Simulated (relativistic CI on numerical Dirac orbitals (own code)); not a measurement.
## Line list: Electric-dipole lines, Pr²⁵⁺

Computed by Dirac-Coulomb-Breit CI, KLI orbitals optimised for each configuration, QED by a radiative potential, unscaled Slater integrals (own radial code, finite nucleus).

Configurations in the expansion (outside the closed core [Ar] 3d10): 4s²4p⁴, 4s4p⁵, 4s²4p³4d, 4p⁶, 4s4p⁴4d, 4s²4p³4f, 4s4p⁴4f, 4p⁵4d, 4s4p³4d², 4s²4p²4d4f, 4p⁵4f, 4s²4p³5s, 4p⁵5s, 4s²4p³5p, 4p⁴4d4f, 4s4p³4d5s, 4s4p³4f², 4s4p⁴5s, 4s²4p³5d, 4s²4p²4f5s, 4s4p⁴5p, 4s²4p³5f, 4s²4p³5g, 4s4p⁴5d, 4s²4p³6s, 4p⁴4f5s, 4s²4p³6p, 4s²4p²4d², 4s²4p4d³, 4s4p²4d³, 4s²4p4d²4f, 4s4p²4d²4f, 4s²4p4d²5s, 4p⁴4d², 4p³4d³, 4p³4d²4f, 4p³4d²5s, 4s²4p²4d5s, 4s4p²4d²5s, 4s²4p4d4f5s, 4s4p²4d4f5s, 4s²4p4d5s², 4p⁴4d5s, 4p³4d4f5s, 4p³4d5s², 4s²4p²5s², 4s4p²4d5s², 4s²4p4f5s², 4s4p²4f5s². Double excitations out of closed p, d and f shells are left out; levels of such configurations are missing from the list, as are those of other unlisted configurations, and high levels can miss mixing partners. These lack a partner that the ground configuration has and come out too high: 4s²4p³5p, 4s²4p³5d, 4s4p⁴5p, 4s²4p³5f, 4s²4p³5g.

```
λ vac (nm)               Lower                Upper   A (s⁻¹)  log gf  S velocity/length
    8.4683      4s²4p⁴ ³P2 [1]   4s²4p³4d ¹F°3 [37]  1.81e+11    0.13               1.02
    8.5241  4s²4p³4d ⁵D°3 [10]  4s²4p²4d² ⁵D3 [143]  5.92e+11    0.65               0.96
    8.5459  4s²4p³4d ³G°5 [27]  4s²4p²4d² ³H6 [218]  7.20e+11    1.01               0.97
    8.5502  4s²4p³4d ⁵D°4 [12]  4s²4p²4d² ⁵P3 [153]  4.58e+11    0.55               0.94
    8.5853      4s4p⁵ ³P°2 [6]    4s4p⁴4d ³D3 [103]  5.47e+11    0.63               0.98
    8.5996      4s²4p⁴ ¹S0 [2]   4s²4p³4d ¹P°1 [38]  3.91e+11    0.11               1.01
    8.6037  4s²4p³4d ⁵D°4 [12]  4s²4p²4d² ³G5 [151]  4.98e+11    0.78               0.98
    8.6444  4s²4p³4d ³G°3 [15]   4s²4p³4f ³F3 [172]  4.21e+11    0.52               0.96
    8.6503  4s²4p³4d ³F°4 [26]  4s²4p²4d² ³G5 [214]  6.82e+11    0.93               0.96
    8.6516      4s²4p⁴ ³P1 [3]   4s²4p³4d ³D°2 [45]  2.82e+11    0.20               1.01
    8.6572  4s²4p³4d ⁵D°4 [12]  4s²4p²4d² ⁵D4 [148]  6.18e+11    0.80               0.96
    8.6771      4s²4p⁴ ³P2 [1]   4s²4p³4d ³P°1 [34]  3.84e+11    0.11               1.01
    8.7000  4s²4p³4d ⁵D°3 [10]  4s²4p²4d² ³H4 [136]  2.39e+11    0.39               0.97
    8.7129      4s4p⁵ ³P°1 [7]    4s4p⁴4d ³D2 [111]  4.19e+11    0.38               0.98
    8.7614      4s²4p⁴ ³P2 [1]   4s²4p³4d ³D°3 [32]  5.97e+11    0.68               1.01
    8.8021      4s²4p⁴ ¹D2 [4]   4s²4p³4d ¹F°3 [46]  7.54e+11    0.79               1.02
    8.8303      4s4p⁵ ³P°2 [6]     4s4p⁴4d ³S1 [93]  5.61e+11    0.29               0.98
    8.8606      4s²4p⁴ ³P2 [1]   4s²4p³4d ³P°2 [31]  3.46e+11    0.31               1.00
    8.8620      4s²4p⁴ ¹D2 [4]   4s²4p³4d ³D°2 [45]  3.18e+11    0.27               1.00
    8.8945      4s²4p⁴ ³P1 [3]   4s²4p³4d ³P°1 [43]  4.68e+11    0.22               1.00
    8.9100  4s²4p³4d ³G°4 [23]   4s²4p³4f ¹H5 [194]  3.84e+11    0.70               0.95
    8.9104  4s²4p³4d ³D°3 [32]  4s²4p²4d² ³F4 [224]  6.94e+11    0.87               0.97
    8.9485   4s²4p³4d ³F°2 [8]  4s²4p²4d² ⁵F3 [120]  3.02e+11    0.40               0.97
    9.0791  4s²4p³4d ¹F°3 [46]  4s²4p²4d² ¹G4 [297]  1.33e+12    1.17               0.96
    9.1600  4s²4p³4d ³D°2 [45]  4s²4p²4d² ³F3 [292]  8.87e+11    0.89               0.97
    9.2920  4s²4p³4d ³F°4 [40]   4s²4p³4f ³G5 [265]  5.89e+11    0.92               0.96
    9.5633  4s²4p³4d ¹P°1 [49]  4s²4p²4d² ¹D2 [321]  1.10e+12    0.88               0.96
    9.7992      4s²4p⁴ ³P1 [3]   4s²4p³4d ¹D°2 [39]  3.46e+11    0.40               1.01
    9.8455      4s²4p⁴ ³P0 [5]   4s²4p³4d ¹P°1 [49]  5.92e+11    0.41               1.01
    10.070      4s²4p⁴ ¹D2 [4]   4s²4p³4d ¹D°2 [39]  1.90e+11    0.16               1.00
```

Terms are leading LS components. Brackets give the number of a level in order of energy, since labels repeat. The list gives strong lines, with weight on those to low levels, among the lowest 400 of 10691 levels, so that lines to higher ones, which can be the strongest, are missing. Levels whose partners in the same complex of configurations lie outside the list can be far off, and so can their lines. Rates are taken at the computed energies, electric ones in the length gauge. A velocity-to-length ratio far from 1 marks an uncertain rate.

At this charge energies of transitions that change n are usually good to better than 1 %, and those within a shell (Δn = 0) to a few per cent.

LS names give the leading component of a level, which can be under half, so a name can repeat, a term be missing and a line seem to break the LS rules.
